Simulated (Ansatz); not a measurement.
Computed with Ansatz on PBE0-D4/def2-TZVP structures; ΔE is electronic, products minus reactants. CCSD(T)/CBS adds triple-zeta CCSD(T) − MP2 to the extrapolated MP2 energy (def2 sets, frozen cores). DFT in def2-TZVPP. One conformer a species, not always the lowest.

`[NH2][AlH][CH]1CC1` + `O[SiH2][SiH3]` → `[NH2][AlH][O][SiH2][SiH3]` + `C1CC1`  (ligand exchange at the Al–C bond)

CCSD(T)/CBS gives -39.1 kcal/mol.

Question: Another level gave -37.7 kcal/mol. Which?
A. SCS-MP2/def2-TZVPP
B. ωB97M-V/def2-TZVPP
C. PBE-D4/def2-TZVPP
D. PBE0-D4/def2-TZVPP

Answer: D. PBE0-D4 -37.7, PBE-D4 -36.3, ωB97M-V -38.9, SCS-MP2/def2-TZVPP -40.2 kcal/mol.

Largest T1 diagnostic among the species: 0.012.

In def2-TZVPP, CCSD(T) changes the Hartree–Fock value by +4.6 kcal/mol (the triples alone add +0.8 kcal/mol) and MP2 by +4.6 kcal/mol. From PBE to PBE0 (25 % exact exchange), in def2-TZVPP and without D4, ΔE moves by −1.4 kcal/mol.
